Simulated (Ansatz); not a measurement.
Isomers of Cu4O⁺ (doublet), relaxed with B3LYP-D4/def2-SVP; total energies from Ansatz at ωB97X-V/def2-TZVP.

```
isomer                                                  description  energy (Eh)
     A    point group Cs; 3 × Cu–O 1.82 to 1.87 Å; 2 × Cu–Cu 2.41 Å  -6636.46813
     B  point group not assigned; 3 × Cu–O 1.88 Å; 3 × Cu–Cu 2.49 Å  -6636.46835
     C                      point group Cs; 4 × Cu–O 1.87 to 1.96 Å  -6636.46453
```

The isomers come from a short search, and lower ones may exist.

Problem. Work out the relative energies (1 Eh = 2625.5 kJ/mol) and the Boltzmann populations at 500 K from electronic energies alone (R = 8.314 J/mol/K).

Solution. ΔE: A 0.6, B 0.0, C 10.0 kJ/mol. RT = 4.16 kJ/mol. Factors exp(−ΔE/RT): A 0.866, B 1, C 0.0904; sum 1.956. Populations: A 44.3 %, B 51.1 %, C 4.6 %. Zero-point energy, vibrational entropy and symmetry numbers are left out and can shift these; an error of 4 kJ/mol changes a ratio by a factor of 2.6. Over the other density-functional and correlated levels in def2 sets, the gap between B and A ranges from 8 to 29 kJ/mol.
